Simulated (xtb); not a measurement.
ClTe (SMILES Cl[Te]), doublet, at a GFN2-xTB geometry (the spin is typed, not shown lowest). Base run: GFN2-xTB run with xtb.

Geometry (Å):
```xyz
2

Te     0.0000     0.0000    -0.5731
Cl     0.0000     0.0000     1.7529
```
Charge 0, spin multiplicity 2.
All else is at xtb's defaults.
Base energy -7.62813 Eh.

The base run was repeated with changes; each row names its change, and settings that it needs were set with it.

```json
[
 {"change": "base", "ΔE vs base (kcal/mol)": "0.000", "dipole (D)": "1.20", "SCF cycles": "10"},
 {"change": "etemp = 1000", "ΔE vs base (kcal/mol)": "-1.93", "dipole (D)": "1.20", "SCF cycles": "10"},
 {"change": "acc = 0.0001", "ΔE vs base (kcal/mol)": "0.000", "dipole (D)": "1.20", "SCF cycles": "13"},
 {"change": "alpb = ch2cl2", "ΔE vs base (kcal/mol)": "-2.99", "dipole (D)": "1.27", "SCF cycles": "10"},
 {"change": "acc = 1000", "ΔE vs base (kcal/mol)": "0.030", "dipole (D)": "1.19", "SCF cycles": "4"},
 {"change": "acc = 30", "ΔE vs base (kcal/mol)": "0.000", "dipole (D)": "1.20", "SCF cycles": "7"}
]
```

ALPB and GBSA are two models with their own fitted parameters for each solvent, which aren't always the measured dielectric constant.
